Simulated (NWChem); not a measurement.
System: AlH₂Br; SMILES [AlH2][Br]

Here is an NWChem input.

```
start job
memory heap 200 mb stack 900 mb global 1100 mb
geometry units angstroms noautoz
  Al     0.000000     0.000000    -1.568293
  H      0.000000     1.399902    -2.300267
  H      0.000000    -1.399902    -2.300267
  Br     0.000000     0.000000     0.690750
end
basis spherical
  * library 6-31g*
end
dft
  xc mn15
  grid xfine
  iterations 150
  mulliken
end
task dft gradient
```

Parts of the log:

```
             Northwest Computational Chemistry Package (NWChem) 7.3.0
             --------------------------------------------------------

 C2V symmetry detected

                             Geometry "geometry" -> ""
                             -------------------------

 Output coordinates in angstroms (scale by  1.889725989 to convert to a.u.)

  No.       Tag          Charge          X              Y              Z
 ---- ---------------- ---------- -------------- -------------- --------------
    1 Al                  13.0000     0.00000000     0.00000000    -1.55205114
    2 H                    1.0000     0.00000000     1.39990200    -2.28402514
    3 H                    1.0000     0.00000000    -1.39990200    -2.28402514
    4 Br                  35.0000     0.00000000     0.00000000     0.70699186

 Effective nuclear repulsion energy (a.u.)     126.6983474275

      Symmetry information
      --------------------

 Group name             C2v
 Group number             16
 Group order               4
 No. of unique centers     3

                                 NWChem DFT Module
                                 -----------------

 Summary of "ao basis" -> "ao basis" (spherical)
 ------------------------------------------------------------------------------
       Tag                 Description            Shells   Functions and Types
 ---------------- ------------------------------  ------  ---------------------
 Al                          6-31g*                  8       18   4s3p1d
 H                           6-31g*                  2        2   2s
 Br                          6-31g*                 12       32   5s4p3d

      Symmetry analysis of basis
      --------------------------

        a1         26
        a2          4
        b1         11
        b2         13

            General Information
            -------------------
          SCF calculation type: DFT
          Wavefunction type:  closed shell.
          No. of atoms     :     4
          No. of electrons :    50
           Alpha electrons :    25
            Beta electrons :    25
          Charge           :     0
          Spin multiplicity:     1
          Use of symmetry is: on ; symmetry adaption is: on
          Maximum number of iterations: 150
          AO basis - number of functions:    54
                     number of shells:    24
          Convergence on energy requested:  1.00D-06
          Convergence on density requested:  1.00D-05
          Convergence on gradient requested:  5.00D-04

              XC Information
              --------------
                         MN15 Method XC Functional
                     Hartree-Fock (Exact) Exchange  0.440
                          MN15 Exchange Functional  1.000
                        MN15 Correlation Potential  1.000

             Grid Information
             ----------------
          Grid used for XC integration:  xfine
          Radial quadrature: Mura-Knowles
          Angular quadrature: Lebedev.
          Tag              B.-S. Rad. Rad. Pts. Rad. Cut. Ang. Pts.
          ---              ---------- --------- --------- ---------
          Al                  1.25      125          10.0      1454
          H                   0.35      100          10.0      1202
          Br                  1.15      160          10.0      1454
          Grid pruning is: on
          Number of quadrature shells:   385
          Spatial weights used:  Erf1

      Superposition of Atomic Density Guess
      -------------------------------------

 Sum of atomic energies:       -2814.94239431

      Non-variational initial energy
      ------------------------------

 Total energy =   -2815.163301
 1-e energy   =   -4171.128594
 2-e energy   =    1229.266946
 HOMO         =      -0.349197
 LUMO         =      -0.005753

      Symmetry analysis of molecular orbitals - initial
      -------------------------------------------------

  Numbering of irreducible representations:

     1 a1          2 a2          3 b1          4 b2

  Orbital symmetries:

     1 a1          2 a1          3 a1          4 b2          5 b1
     6 a1          7 a1          8 a1          9 b2         10 b1
    11 a1         12 a1         13 b2         14 b1         15 b2
    16 a1         17 a2         18 a1         19 b1         20 a1
    21 a1         22 b2         23 a1         24 b1         25 b2
    26 b1         27 a1         28 a1         29 b2         30 a1
    31 b1         32 b2         33 a1         34 a1         35 b1

     ---------------------------------------------
      Total Density - Mulliken Population Analysis
     ---------------------------------------------

    Atom       Charge   Shell Charges
 -----------   ------   -------------------------------------------------------
    1 Al  13    12.26   2.00  2.00  5.97  0.87  0.84  0.27  0.19  0.11
    2 H    1     1.13   0.47  0.66
    3 H    1     1.13   0.47  0.66
    4 Br  35    35.48   2.00  2.00  6.00  2.00  5.99  1.56  3.99  0.38  1.54  6.97  2.93  0.12

   convergence    iter        energy       DeltaE   RMS-Dens  Diis-err
 ---------------- ----- ----------------- --------- --------- ---------
 d= 0,ls=0.0,diis     1  -2817.6807000935 -2.94D+03  1.25D-02  5.40D-01
 d= 0,ls=0.0,diis     2  -2817.7037681157 -2.31D-02  7.10D-03  1.14D-01
 d= 0,ls=0.0,diis     3  -2817.7123023461 -8.53D-03  2.35D-03  3.14D-02
 d= 0,ls=0.0,diis     4  -2817.7148945695 -2.59D-03  2.06D-04  1.39D-04
 d= 0,ls=0.0,diis     5  -2817.7149130718 -1.85D-05  5.93D-05  6.18D-06
  Resetting Diis
 d= 0,ls=0.0,diis     6  -2817.7149143671 -1.30D-06  1.28D-05  9.17D-08
 d= 0,ls=0.0,diis     7  -2817.7149144064 -3.93D-08  2.43D-06  5.50D-09

         Total DFT energy =    -2817.714914406388
      One electron energy =    -4172.315206688887
           Coulomb energy =     1338.819941614978
    Exchange-Corr. energy =     -110.917996759964
 Nuclear repulsion energy =      126.698347427486

 Numeric. integr. density =       50.000000002313

                  Occupations of the irreducible representations
                  ----------------------------------------------

                     irrep           alpha         beta
                     --------     --------     --------
                     a1               13.0         13.0
                     a2                1.0          1.0
                     b1                5.0          5.0
                     b2                6.0          6.0

                       DFT Final Molecular Orbital Analysis
                       ------------------------------------

 Vector   23  Occ=2.000000D+00  E=-3.721330D-01  Symmetry=b2
              MO Center=  4.7D-17, -1.7D-15, -1.2D+00, r^2= 3.7D+00
   Bfn.  Coefficient  Atom+Function         Bfn.  Coefficient  Atom+Function
  ----- ------------  ---------------      ----- ------------  ---------------
    34      0.423380  4 Br py                 8      0.339053  1 Al py
    19      0.200265  2 H  s                 21     -0.200265  3 H  s
    30     -0.193963  4 Br py                20      0.173574  2 H  s
    22     -0.173574  3 H  s                 38      0.151557  4 Br py
     4     -0.141359  1 Al py                12      0.098592  1 Al py

 Vector   24  Occ=2.000000D+00  E=-3.477778D-01  Symmetry=b1
              MO Center=  4.2D-16, -4.4D-16,  5.6D-01, r^2= 1.7D+00
   Bfn.  Coefficient  Atom+Function         Bfn.  Coefficient  Atom+Function
  ----- ------------  ---------------      ----- ------------  ---------------
    33      0.748320  4 Br px                29     -0.343085  4 Br px
    37      0.328373  4 Br px                 7      0.129713  1 Al px
    25      0.103195  4 Br px                 3     -0.050532  1 Al px
    17     -0.047604  1 Al d  1              11      0.039337  1 Al px
    53      0.031689  4 Br d  1

 Vector   25  Occ=2.000000D+00  E=-3.257658D-01  Symmetry=b2
              MO Center= -2.0D-16,  3.5D-15, -3.0D-01, r^2= 3.8D+00
   Bfn.  Coefficient  Atom+Function         Bfn.  Coefficient  Atom+Function
  ----- ------------  ---------------      ----- ------------  ---------------
    34      0.647326  4 Br py                38      0.299793  4 Br py
    30     -0.294846  4 Br py                20     -0.197283  2 H  s
    22      0.197283  3 H  s                 19     -0.160862  2 H  s
    21      0.160862  3 H  s                  8     -0.158431  1 Al py
    26      0.088617  4 Br py                15      0.080065  1 Al d -1

 Vector   26  Occ=0.000000D+00  E=-5.354659D-02  Symmetry=b1
              MO Center= -2.7D-15, -3.6D-16, -1.5D+00, r^2= 3.9D+00
   Bfn.  Coefficient  Atom+Function         Bfn.  Coefficient  Atom+Function
  ----- ------------  ---------------      ----- ------------  ---------------
     7      0.602651  1 Al px                11      0.550042  1 Al px
    33     -0.238951  4 Br px                37     -0.221750  4 Br px
     3     -0.200767  1 Al px                29      0.105715  4 Br px
    53      0.042985  4 Br d  1              25     -0.031619  4 Br px

 Vector   27  Occ=0.000000D+00  E= 1.933406D-02  Symmetry=a1
              MO Center=  7.6D-16, -2.4D-14, -9.8D-01, r^2= 5.1D+00
   Bfn.  Coefficient  Atom+Function         Bfn.  Coefficient  Atom+Function
  ----- ------------  ---------------      ----- ------------  ---------------
    10      1.076789  1 Al s                 13      0.811200  1 Al pz
    36     -0.707715  4 Br s                 39      0.526089  4 Br pz
     6      0.415882  1 Al s                 20     -0.334076  2 H  s
    22     -0.334076  3 H  s                 35      0.315580  4 Br pz
    32      0.300683  4 Br s                  9      0.255915  1 Al pz

 Vector   28  Occ=0.000000D+00  E= 7.055353D-02  Symmetry=a1
              MO Center=  3.6D-15, -8.8D-14, -2.6D+00, r^2= 3.8D+00
   Bfn.  Coefficient  Atom+Function         Bfn.  Coefficient  Atom+Function
  ----- ------------  ---------------      ----- ------------  ---------------
    13      0.989893  1 Al pz                20      0.754840  2 H  s
    22      0.754840  3 H  s                 10     -0.538255  1 Al s
     6     -0.430231  1 Al s                 36     -0.401275  4 Br s
     9      0.290181  1 Al pz                19      0.163893  2 H  s
    21      0.163893  3 H  s                 18     -0.149598  1 Al d  2

     ---------------------------------------------
      Total Density - Mulliken Population Analysis
     ---------------------------------------------

    Atom       Charge   Shell Charges
 -----------   ------   -------------------------------------------------------
    1 Al  13    12.57   2.00  1.99  5.97  0.86  1.17  0.23  0.20  0.14
    2 H    1     1.08   0.52  0.56
    3 H    1     1.08   0.52  0.56
    4 Br  35    35.27   2.00  2.00  6.00  2.00  5.98  1.58  3.93  0.36  1.41  6.96  2.89  0.16

     -------------------------------------------
      Total Density - Lowdin Population Analysis
     -------------------------------------------

    Atom       Charge   Shell Charges
 -----------   ------   -------------------------------------------------------
    1 Al  13    12.72   2.00  1.98  5.89  0.63  1.13  0.37  0.51  0.21
    2 H    1     1.07   0.49  0.58
    3 H    1     1.07   0.49  0.58
    4 Br  35    35.15   2.00  2.00  5.99  1.99  5.90  1.24  3.55  0.58  1.89  6.72  3.06  0.24

     Multipole analysis of the density
     ---------------------------------

     L   x y z        total         alpha         beta         nuclear
     -   - - -        -----         -----         ----         -------
     0   0 0 0     -0.000000    -25.000000    -25.000000     50.000000

     1   1 0 0      0.000000      0.000000      0.000000      0.000000
     1   0 1 0      0.000000      0.000000      0.000000      0.000000
     1   0 0 1     -0.555951     -0.277975     -0.277975      0.000000

     2   2 0 0    -22.004478    -11.002239    -11.002239      0.000000
     2   1 1 0     -0.000000     -0.000000     -0.000000      0.000000
     2   1 0 1     -0.000000     -0.000000     -0.000000      0.000000
     2   0 2 0    -26.333245    -20.164929    -20.164929     13.996612
     2   0 1 1     -0.000000     -0.000000     -0.000000      0.000000
     2   0 0 2    -24.105663   -117.833237   -117.833237    211.560811

            General Information
            -------------------
          SCF calculation type: DFT
          Wavefunction type:  closed shell.
          No. of atoms     :     4
          No. of electrons :    50
           Alpha electrons :    25
            Beta electrons :    25
          Charge           :     0
          Spin multiplicity:     1
          Use of symmetry is: on ; symmetry adaption is: on
          Maximum number of iterations: 150
          AO basis - number of functions:    54
                     number of shells:    24
          Convergence on energy requested:  1.00D-06
          Convergence on density requested:  1.00D-05
          Convergence on gradient requested:  5.00D-04

              XC Information
              --------------
                         MN15 Method XC Functional
                     Hartree-Fock (Exact) Exchange  0.440
                          MN15 Exchange Functional  1.000
                        MN15 Correlation Potential  1.000

             Grid Information
             ----------------
          Grid used for XC integration:  xfine
          Radial quadrature: Mura-Knowles
          Angular quadrature: Lebedev.
          Tag              B.-S. Rad. Rad. Pts. Rad. Cut. Ang. Pts.
          ---              ---------- --------- --------- ---------
          Al                  1.25      125          10.0      1454
          H                   0.35      100          10.0      1202
          Br                  1.15      160          10.0      1454
          Grid pruning is: on
          Number of quadrature shells:   385
          Spatial weights used:  Erf1

          Convergence Information
          -----------------------
          Convergence aids based upon iterative change in
          total energy or number of iterations.
          Levelshifting, if invoked, occurs when the
          HOMO/LUMO gap drops below (HL_TOL):  1.00D-02
          DIIS, if invoked, will attempt to extrapolate
          using up to (NFOCK): 10 stored Fock matrices.

                    Damping( 0%)  Levelshifting(0.5)       DIIS
                  --------------- ------------------- ---------------
          dE  on:    start            ASAP                start
          dE off:    2 iters        150 iters           150 iters

                            NWChem DFT Gradient Module
                            --------------------------

  charge          =   0.00
  wavefunction    = closed shell

  Using symmetry

                         DFT ENERGY GRADIENTS

    atom               coordinates                        gradient
                 x          y          z           x          y          z
   1 Al      0.000000   0.000000  -2.932951    0.000000   0.000000   0.001899
   2 H       0.000000   2.645431  -4.316182    0.000000   0.003768  -0.002255
   3 H       0.000000  -2.645431  -4.316182    0.000000  -0.003768  -0.002255
   4 Br      0.000000   0.000000   1.336021    0.000000   0.000000   0.002610
```

Level: MN15/6-31G* (spherical d). Structure relaxed at the PBE0/def2-SVP level.
